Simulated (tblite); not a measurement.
Species: C3HF2N2S2 (doublet state).
Bonds: F1–C2, C2–F3, C2–S4, S4–C5, C5–C6 (aromatic), C6–N7 (aromatic), N7–S8 (aromatic), S8–N9 (aromatic), C5–N9 (aromatic). Hydrogens: H10 on C6.
Bond orders are those of one Lewis drawing.

Computed with GFN2-xTB (tblite), gas phase: L-BFGS steps from a force-field or distance-geometry start until the largest atomic force falls under 0.01 eV/Å.

Step 19: E = -779.3984 eV
```
atom  x, y, z in Å  |  force x, y, z in eV/Å
F1      2.1754    0.3946    1.3178   -0.100   0.049   0.032
C2      2.3333   -0.4957    0.3462   -0.049  -0.021  -0.024
F3      3.4901   -0.2530   -0.2839    0.024  -0.083  -0.026
S4      1.0156   -0.9327   -0.7171    0.001   0.025  -0.060
C5     -0.4148   -0.1151   -0.1345   -0.034   0.022  -0.052
C6     -1.7065   -0.2896   -0.7094    0.054  -0.048   0.003
N7     -2.5998    0.4913   -0.1633    0.094  -0.096  -0.017
S8     -1.8977    1.3760    0.9990   -0.016   0.171   0.202
N9     -0.4031    0.7857    0.8258   -0.074   0.005  -0.055
H10    -1.9836   -0.9569   -1.5031    0.099  -0.025  -0.004
```

Step 20: E = -779.4015 eV
```
atom  x, y, z in Å  |  force x, y, z in eV/Å
F1      2.1706    0.4005    1.3132   -0.041   0.058   0.011
C2      2.3345   -0.4925    0.3448   -0.049  -0.038   0.002
F3      3.5088   -0.2786   -0.2653   -0.051  -0.060   0.009
S4      1.0244   -0.9113   -0.7324   -0.038   0.020  -0.098
C5     -0.4131   -0.1086   -0.1428   -0.028   0.039  -0.042
C6     -1.7077   -0.2913   -0.7086    0.021  -0.057   0.005
N7     -2.6036    0.4809   -0.1554    0.082  -0.069   0.002
S8     -1.9024    1.3711    1.0031    0.015   0.152   0.186
N9     -0.4043    0.7927    0.8175   -0.055   0.012  -0.036
H10    -1.9984   -0.9583   -1.4965    0.144  -0.057  -0.039
```

Step 21: E = -779.4040 eV
```
atom  x, y, z in Å  |  force x, y, z in eV/Å
F1      2.1644    0.4050    1.3091    0.013   0.049  -0.022
C2      2.3346   -0.4906    0.3429   -0.063  -0.042   0.034
F3      3.5209   -0.2980   -0.2520   -0.101  -0.036   0.035
S4      1.0301   -0.8963   -0.7445   -0.064   0.028  -0.111
C5     -0.4117   -0.1028   -0.1490   -0.006   0.051  -0.017
C6     -1.7072   -0.2933   -0.7077   -0.015  -0.040   0.018
N7     -2.6045    0.4726   -0.1491    0.028  -0.023   0.035
S8     -1.9060    1.3698    1.0087    0.041   0.058   0.090
N9     -0.4065    0.7987    0.8114    0.003   0.028  -0.003
H10    -2.0051   -0.9603   -1.4923    0.164  -0.074  -0.058
```

Step 22: E = -779.4065 eV
```
atom  x, y, z in Å  |  force x, y, z in eV/Å
F1      2.1590    0.4089    1.3055    0.046   0.032  -0.055
C2      2.3327   -0.4899    0.3416   -0.078  -0.041   0.053
F3      3.5271   -0.3129   -0.2423   -0.128  -0.020   0.052
S4      1.0327   -0.8853   -0.7550   -0.070   0.047  -0.096
C5     -0.4106   -0.0975   -0.1535    0.019   0.051   0.009
C6     -1.7064   -0.2956   -0.7066   -0.040  -0.006   0.032
N7     -2.6040    0.4660   -0.1437   -0.039   0.020   0.066
S8     -1.9080    1.3702    1.0148    0.054  -0.059  -0.032
N9     -0.4083    0.8038    0.8071    0.070   0.043   0.025
H10    -2.0054   -0.9631   -1.4904    0.165  -0.069  -0.052
```

**Question.** Estimate the geometry and energy of step 23. (The exact step hangs on the optimiser's Hessian estimate; all steps are aligned on step 22, rigid shifts and turns removed.)

**Answer.** E = -779.4101 eV, largest force 0.255 eV/Å
```
atom  x, y, z in Å  |  force x, y, z in eV/Å
F1      2.1534    0.4153    1.3003    0.070   0.009  -0.092
C2      2.3278   -0.4897    0.3410   -0.078  -0.037   0.051
F3      3.5331   -0.3338   -0.2282   -0.168  -0.011   0.070
S4      1.0350   -0.8690   -0.7716   -0.056   0.079  -0.056
C5     -0.4091   -0.0895   -0.1598    0.037   0.039   0.033
C6     -1.7060   -0.2990   -0.7044   -0.053   0.041   0.045
N7     -2.6039    0.4572   -0.1352   -0.102   0.051   0.092
S8     -1.9095    1.3700    1.0227    0.060  -0.185  -0.165
N9     -0.4090    0.8114    0.8015    0.131   0.054   0.041
H10    -2.0028   -0.9682   -1.4889    0.159  -0.042  -0.020
```

The energy changes by -0.0035 eV. The first-order estimate −F·Δx gives -0.0045 eV and the mean of the old and new forces, exact on a quadratic surface, -0.0035 eV. The step makes an angle of 72° with the force vector and moves no atom by more than 0.026 Å.

The cost below is that of the whole relaxation. Hardware: Arm Neoverse V1, one thread (shared host). Cost: 0.58 s of wall time.
